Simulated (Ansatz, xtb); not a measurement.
**CH3GeK: which of two structures lies lower**

We compare I, `[CH3][Ge][K]`, a triplet, with II, a singlet given by its coordinates. Both are isolated molecules in the gas phase, relaxed with B3LYP/6-31G*.

I (Å):

```yaml
atoms:
  - { symbol: C, position_ang: [-1.7362, -0.9196, -1.1811] }
  - { symbol: Ge, position_ang: [-0.1432, -1.5528, -0.0800] }
  - { symbol: K, position_ang: [2.5929, -0.6620, 0.9327] }
  - { symbol: H, position_ang: [-2.4893, -1.7143, -1.2340] }
  - { symbol: H, position_ang: [-2.1988, -0.0370, -0.7258] }
  - { symbol: H, position_ang: [-1.4291, -0.6683, -2.2023] }
```

II (Å):

```xyz
6

C    -1.1797   -1.5190   -0.2591
Ge    0.4465   -0.5876   -0.1637
K    -1.2207   -0.5011   -2.8986
H    -2.1883   -1.1148   -0.4321
H    -1.2239   -2.5148    0.1876
H    -0.1467    0.7667   -0.9796
```

Close contacts (Å): C1–Ge2 1.88, C1–K3 2.83, Ge2–K3 3.20, C1–H4 1.10, C1–H5 1.09, Ge2–H6 1.69, K3–H4 2.72, K3–H6 2.54.

Estimate which is lower in electronic energy at CCSD(T)/def2-TZVPP, and by roughly how much.

The CCSD(T)/def2-TZVPP calculation puts structure II lower, by 4.7 kcal/mol.

Level by level:

```
             level      geometry  E(II) − E(I) (kcal/mol)  departure from the last row (kcal/mol)  job, with rough time for the two
      B3LYP/6-31G*  B3LYP/6-31G*                      −1.0                                    +3.6                optimisation, 84 s
     HF/def2-TZVPP  B3LYP/6-31G*                     +18.6                                   +23.3           part of the CCSD(T) run
    MP2/def2-TZVPP  B3LYP/6-31G*                      −4.5                                    +0.2           part of the CCSD(T) run
CCSD(T)/def2-TZVPP  B3LYP/6-31G*                      −4.7                                                     single point, 2.9 min
```

HF/def2-TZVPP puts the two in the other order. The largest departure from CCSD(T)/def2-TZVPP is that of HF/def2-TZVPP, 23.3 kcal/mol. Levels run at GFN2-xTB geometries aren't shown.

With harmonic frequencies from B3LYP/6-31G* (ideal gas, rigid rotor, one conformer each, 298.15 K, 1 atm): on the last row, ΔE + ΔZPE = −7.9 kcal/mol. A mode under 50 cm⁻¹ makes harmonic enthalpies and free energies unreliable, so none is given.

Open shells are spin-unrestricted. The correlated steps freeze 15 core orbitals; the filled d shell of Ge is correlated; the last core shell of K is correlated, in a basis made for valence electrons. ΔG holds the spin degeneracy. Run with Ansatz 0.2.0; the last row on 2 threads of Intel(R) Xeon(R) Processor @ 2.70GHz on a shared host.
